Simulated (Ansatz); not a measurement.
`[OH][GeH]([SH])[CH2]F` and `[NH2][GeH]([OH])[CH2]F` differ in one atom or group.

Ansatz, PBE0-D4/def2-TZVP geometries, multiplicity 1. Each molecule was computed in one conformer, which needn't be the lowest.

Scalar relativity is left out up to krypton.

```
                                      property  `[OH][GeH]([SH])[CH2]F`
size of the dipole moment (PBE/def2-TZVPP) / D                     1.23
         HOMO–LUMO gap (B3LYP/def2-TZVPP) / eV                     7.14
         HOMO energy (ωB97M-V/def2-TZVPP) / eV                    -9.84
            HOMO energy (PBE0/def2-TZVPP) / eV                    -7.61
             HOMO energy (PBE/def2-TZVPP) / eV                    -6.33
           HOMO energy (B3LYP/def2-TZVPP) / eV                    -7.36
```

Q: What does the change do to each property? (Best estimate.)

A: Ansatz gave: 
| property | `[NH2][GeH]([OH])[CH2]F` | shift |
| --- | --- | --- |
| size of the dipole moment (PBE/def2-TZVPP) / D | 1.62 | 0.39 |
| HOMO–LUMO gap (B3LYP/def2-TZVPP) / eV | 7.46 | 0.32 |
| HOMO energy (ωB97M-V/def2-TZVPP) / eV | -10.00 | -0.16 |
| HOMO energy (PBE0/def2-TZVPP) / eV | -7.61 | 0.00 |
| HOMO energy (PBE/def2-TZVPP) / eV | -6.14 | 0.19 |
| HOMO energy (B3LYP/def2-TZVPP) / eV | -7.36 | 0.00 |

Dipoles are sizes alone; their direction can turn.

B3LYP here is the variant with VWN-RPA as its local correlation; programs differ in this.
